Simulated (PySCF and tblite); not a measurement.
Values are calculated unless marked as measured or tabulated.
C₅H₄OS, numbered as in [O:1]=[CH:2][c:3]1[cH:4][cH:5][cH:6][s:7]1.

Search: ETKDG and KDG, MMFF94s, GFN2-xTB, 60 starts; geometries at GFN2-xTB. Energies: BHandHLYP-D3(BJ)/6-31+G* (IEF-PCM, tetrahydrofuran), with GFN2-xTB thermal terms (modes under about 200 cm⁻¹ blended into free rotors). Symmetry numbers and mirror images are counted. Conformers within 1 kcal/mol (GFN2-xTB free energy) were kept, 4 at most. Codes: tblite and PySCF.

Torsions listed: O1–C2–C3–S7.

```json
{"conformer": "1", "shape": "180°", "symmetry": "Cs", "E(GFN2) kcal/mol": "0.00"}
{"conformer": "2", "shape": "0°", "symmetry": "Cs", "E(GFN2) kcal/mol": "0.41"}
```

**Question.** Which of these conformers is the most populated at 298.15 K, and with what share?

**Answer.** Conformer 2, about 94 %.

**Question.** Give the DFT energies and free energies relative to the lowest, and all weights.

**Answer.** 
```tsv
conformer	shape	E(DFT) kcal/mol	G(298.15 K) kcal/mol	weight %
1	180°	1.59	1.58	6.5
2	0°	0.00	0.00	93.5
```

**Question.** How does its share change from 150 K to 600 K?

**Answer.** From 100 % to 78 %; the mixing entropy goes from 0.06 to 1.05 cal/(mol K).
